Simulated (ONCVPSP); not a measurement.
Transferability test, ONCV potential for P

ONCVPSP 4.0.1 input, shortened (lines: element, Z, core and valence counts, functional; n l f; lmax; l rc ep ncon nbas qcut; lloc lpopt rc5 dvloc0; l nproj debl; icmod fcfact rcfact), LDA (Perdew-Wang 92), scalar-relativistic:

```
  P 15.00    3    2  -001012      upf
    1    0    2.00
    2    0    2.00
    2    1    6.00
    3    0    2.00
    3    1    3.00
    2
    0    1.30    0.00    4    9    4.80
    1    1.95    0.00    3    7    3.40
    2    1.50    0.03    5   10    5.40
    4    5    1.00    0.00
    0    2    2.00
    1    1    2.80
    2    3    2.60
    0    0.00    0.00
```

Energies are relative to the spin-unpolarised reference configuration 3s2 3p3; without spin polarisation the order of configurations can differ from experiment.

```
valence configuration  charge  ΔE all-electron (eV)  error AE − PS (meV)
              3s2 3p1      +2                29.059                  +29
              3s2 3p0      +3                58.948                 +104
              3s1 3p0      +4               111.133                 +444
```

Question: What are ΔE and the potential's error for 3s2 3p2?

Answer: ΔE = 9.815 eV all-electron; the error (AE − PS) is +4.1 meV.

Levels in the configuration 3s1 3p0:

```json
{"level": "3s", "all-electron (eV)": "-58.674", "pseudo (eV)": "-58.110"}
```

Note: no bound ghost flagged; GHOST(+) flagged for s at 98.8 eV.
